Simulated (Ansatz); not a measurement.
CH8AlFSi2 (`F[CH2][Al]([SiH3])[SiH3]`) at its PBE0-D4/def2-TZVP geometry, where that method's forces vanish. The species carries charge 0 and has multiplicity 1.

```json
{"atom": "F1", "x (Å)": "-2.786", "y (Å)": "0.602", "z (Å)": "0.655"}
{"atom": "C2", "x (Å)": "-1.898", "y (Å)": "-0.470", "z (Å)": "0.784"}
{"atom": "Al3", "x (Å)": "-0.103", "y (Å)": "-0.042", "z (Å)": "0.050"}
{"atom": "Si4", "x (Å)": "0.256", "y (Å)": "2.185", "z (Å)": "-0.922"}
{"atom": "Si5", "x (Å)": "1.637", "y (Å)": "-1.778", "z (Å)": "0.165"}
{"atom": "H6", "x (Å)": "-1.847", "y (Å)": "-0.737", "z (Å)": "1.849"}
{"atom": "H7", "x (Å)": "-2.345", "y (Å)": "-1.338", "z (Å)": "0.280"}
{"atom": "H8", "x (Å)": "-0.664", "y (Å)": "2.407", "z (Å)": "-2.075"}
{"atom": "H9", "x (Å)": "-0.017", "y (Å)": "3.250", "z (Å)": "0.085"}
{"atom": "H10", "x (Å)": "1.650", "y (Å)": "2.374", "z (Å)": "-1.413"}
{"atom": "H11", "x (Å)": "2.131", "y (Å)": "-2.117", "z (Å)": "-1.202"}
{"atom": "H12", "x (Å)": "2.813", "y (Å)": "-1.291", "z (Å)": "0.944"}
{"atom": "H13", "x (Å)": "1.174", "y (Å)": "-3.045", "z (Å)": "0.800"}
```

(1) For each bond, give half the difference of the two atoms' forces along it (eV/Å; positive pushes the atoms apart) under PBE-D4, r2SCAN-D4, B3LYP-D4, ωB97M-V in def2-TZVPP. (Best estimate.)

Results:

(1) Computed: 
```tsv
bond	length (Å)	PBE-D4	r2SCAN-D4	B3LYP-D4	ωB97M-V
F1–C2	1.399	0.47	0.38	0.45	0.33
C2–Al3	1.986	-0.05	-0.09	-0.03	-0.04
C2–H6	1.099	0.10	-0.03	-0.12	-0.11
C2–H7	1.099	0.10	-0.03	-0.12	-0.11
Al3–Si4	2.456	-0.08	0.00	0.04	0.03
Al3–Si5	2.461	-0.10	-0.01	0.04	0.05
Si4–H8	1.491	0.10	-0.01	-0.06	-0.10
Si4–H9	1.491	0.10	-0.01	-0.06	-0.10
Si4–H10	1.490	0.09	-0.02	-0.05	-0.08
Si5–H11	1.492	0.10	-0.01	-0.06	-0.10
Si5–H12	1.492	0.10	-0.01	-0.06	-0.10
Si5–H13	1.491	0.09	-0.02	-0.06	-0.10
```

B3LYP here is the variant with VWN-RPA as its local correlation; programs differ in this.
